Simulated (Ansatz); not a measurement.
Reaction (atomization): `[SiH3]O[SiH](S)Cl` → Cl• + 5 H• + O• + S• + 2 Si•

Calculated with Ansatz (gas phase, PBE0-D4/def2-TZVP geometries, no zero-point term in ΔE). CCSD(T)/CBS is the MP2 limit (def2-TZVPP, def2-QZVPP) plus CCSD(T) − MP2 in def2-TZVPP, frozen cores. This one scheme is used for every species, atoms too. DFT in def2-TZVPP. B3LYP here is the variant with VWN-RPA as its local correlation; programs differ in this. No spin–orbit coupling; open shells (•) take unrestricted orbitals. Spin–orbit coupling would lower the free atoms: a little for Cl, O, S, Si. One conformer a species, not always the lowest.

```csv
level,ΔE (kJ/mol)
PBE-D4,3335.9
B3LYP,3275.8
CCSD/def2-TZVPP,3209.7
CCSD(T)/def2-TZVPP,3255.9
```

**Question.** What does CCSD(T)/CBS give? (Estimate.)

**Answer.** The calculation gave: +3365.0 kJ/mol. The listed levels differ from it by -29.1, -89.2, -155.3, -109.1 kJ/mol.

Largest T1 diagnostic among the species: 0.012.

In def2-TZVPP, CCSD(T) changes the Hartree–Fock value by +767.1 kJ/mol (the triples alone add +46.2 kJ/mol) and MP2 by +821.5 kJ/mol; breaking electron pairs costs correlation energy, which Hartree–Fock lacks. From PBE to PBE0 (25 % exact exchange), in def2-TZVPP and without D4, ΔE moves by −26.1 kJ/mol: exact exchange takes away binding that semilocal exchange gives to molecules. The D4 term adds +49.5 kJ/mol with B3LYP and +26.3 kJ/mol with PBE0; it sums over pairs of atoms, weighted by their polarisabilities, and B3LYP, whose exchange is more repulsive, gets the larger term.

For atomizations the MP2-based limit and the directly extrapolated one differ by several kJ/mol either way, and by 10 to 25 for some Ge, Se and Sn compounds, so smaller differences from it don't rank the levels.
